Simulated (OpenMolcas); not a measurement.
# Re6+ in a point-charge field

Re6+ among 6 point charges of -1.7 e arranged as an octahedron (Oh), 1.74 Å from the ion.
```
   1.7400    0.0000    0.0000  -1.70
   0.0000    1.7400    0.0000  -1.70
  -1.7400    0.0000    0.0000  -1.70
   0.0000   -1.7400    0.0000  -1.70
   0.0000    0.0000    1.7400  -1.70
   0.0000    0.0000   -1.7400  -1.70
```

* Program: OpenMolcas
* Method: SS-CASPT2, IPEA 0.25 Eh, imaginary shift 0.1 Eh (closed shells correlated: 5s 5p)
* Basis: ANO-RCC-VDZP [7s6p4d2f1g]
* Scalar Hamiltonian: DKH2, point nucleus
* Active space: 1 electron in 5 orbitals (5d)
* State averaging: 2S+1 = 2 even, 5 roots
* Spin-orbit coupling: RASSI with atomic mean-field integrals over the reference wave functions

The lowest spin-free states (labels of O, the rotations of Oh), above the lowest:

```csv
State,Degeneracy,E (cm-1),Free-ion L (%)
2T2,3,0,D (100)
2E,2,16160,D (100)
```

The lowest levels with spin-orbit coupling:

```json
{"E (cm-1)": "0", "Degeneracy": "4", "Label": "Γ8", "2S+1": "2", "g": ""}
{"E (cm-1)": "8720", "Degeneracy": "2", "Label": "Γ7", "2S+1": "2", "g": "2.00 2.00 2.00"}
{"E (cm-1)": "22010", "Degeneracy": "4", "Label": "Γ8", "2S+1": "2", "g": ""}
```

Powder χT (cm3 K/mol): 0.123 at 2 K, 0.123 at 10 K, 0.125 at 50 K, 0.127 at 100 K, 0.132 at 200 K, 0.137 at 300 K. The effective moment at 300 K is 2.828 √(χT) = 1.05 μB.

The lowest level has 2S+1 = 2, for which the spin-only value is χT = S(S+1) / 2 = 0.375 cm3 K/mol (g = 2). The computed 0.137 at 300 K differs by -0.238, through orbital momentum, spin-orbit coupling and any other state in reach. With a threefold ground state the orbital momentum is unquenched, so the spin-only value is not expected to hold.

The gap between the two states is 10Dq = 16161 cm-1.

An orbital triplet at a regular site is open to Jahn-Teller coupling, which can distort the site and quench the lowest spin-orbit gaps and is left out. This field is weak: 10Dq is about 16161 cm-1, while octahedral complexes of 5d ions of charge 3 and more, computed by the same method with explicit ligands, had a median near 35000 cm-1. Ground spin and moment need not be those of a real site. Free-ion shares, where given, are those of the reference states; single-state CASPT2 does not remix them. Point charges carry no covalency, so the field is a model and not that of real ligands. No measured value stands beside these numbers.
